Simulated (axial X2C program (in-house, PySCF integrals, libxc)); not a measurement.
CsH with a deliberately poor setting

Computed with an in-house all-electron X2C program for linear molecules (integrals from PySCF).

Input file and command:
```json
{
 "zs": [
  55,
  1
 ],
 "q": 0,
 "bas": [
  "dyall-v3z",
  "dyall-v3z"
 ],
 "levels": [
  "PBE0",
  "HF",
  "PBEsol",
  "BLYP"
 ],
 "cc": false,
 "r0": 2.64,
 "npts": 10,
 "nst": 2,
 "ntry": 6,
 "opt": {
  "maxit": 5
 }
}
```
```bash
python so2c.py task.json out
```

Keys: zs atomic numbers; q charge; bas basis sets; levels methods; cc coupled cluster on or off; r0 starting distance in Å; npts points on the curve; nst determinants followed; ntry starts of the search; maxit SCF iteration limit on the curve. HF also brings MP2.

**Question.** One numerical setting was spoiled on purpose. Which, and what came out?

**Answer.** Too few iterations allowed. States: spin-free M_S = 0, Λ = 0; 2c Ω = 0. The apparent results, which are not to be taken for properties of CsH:

```json
{"Hamiltonian": "spin-free", "level": "PBE0", "points converged": "10 of 10", "Re (Å)": "2.479", "ωe (cm⁻¹)": "897", "De (eV)": "1.77", "curve-fit residual (μEh)": "0.006"}
{"Hamiltonian": "spin-free", "level": "HF", "points converged": "10 of 10", "Re (Å)": "2.591", "ωe (cm⁻¹)": "854", "De (eV)": "0.90", "curve-fit residual (μEh)": "0.00026"}
{"Hamiltonian": "spin-free", "level": "MP2", "points converged": "10 of 10", "Re (Å)": "2.490", "ωe (cm⁻¹)": "911", "De (eV)": "1.54", "curve-fit residual (μEh)": "0.022"}
{"Hamiltonian": "spin-free", "level": "PBEsol", "points converged": "1 of 10", "Re (Å)": "n/a", "ωe (cm⁻¹)": "n/a", "De (eV)": "n/a", "curve-fit residual (μEh)": "n/a"}
{"Hamiltonian": "spin-free", "level": "BLYP", "points converged": "3 of 10", "Re (Å)": "n/a", "ωe (cm⁻¹)": "n/a", "De (eV)": "n/a", "curve-fit residual (μEh)": "n/a"}
{"Hamiltonian": "2c", "level": "PBE0", "points converged": "10 of 10", "Re (Å)": "2.477", "ωe (cm⁻¹)": "898", "De (eV)": "1.77", "curve-fit residual (μEh)": "0.0061"}
{"Hamiltonian": "2c", "level": "HF", "points converged": "10 of 10", "Re (Å)": "2.589", "ωe (cm⁻¹)": "855", "De (eV)": "0.91", "curve-fit residual (μEh)": "0.00029"}
{"Hamiltonian": "2c", "level": "MP2", "points converged": "10 of 10", "Re (Å)": "2.489", "ωe (cm⁻¹)": "912", "De (eV)": "1.54", "curve-fit residual (μEh)": "0.022"}
{"Hamiltonian": "2c", "level": "PBEsol", "points converged": "1 of 10", "Re (Å)": "n/a", "ωe (cm⁻¹)": "n/a", "De (eV)": "n/a", "curve-fit residual (μEh)": "n/a"}
{"Hamiltonian": "2c", "level": "BLYP", "points converged": "3 of 10", "Re (Å)": "n/a", "ωe (cm⁻¹)": "n/a", "De (eV)": "n/a", "curve-fit residual (μEh)": "n/a"}
```
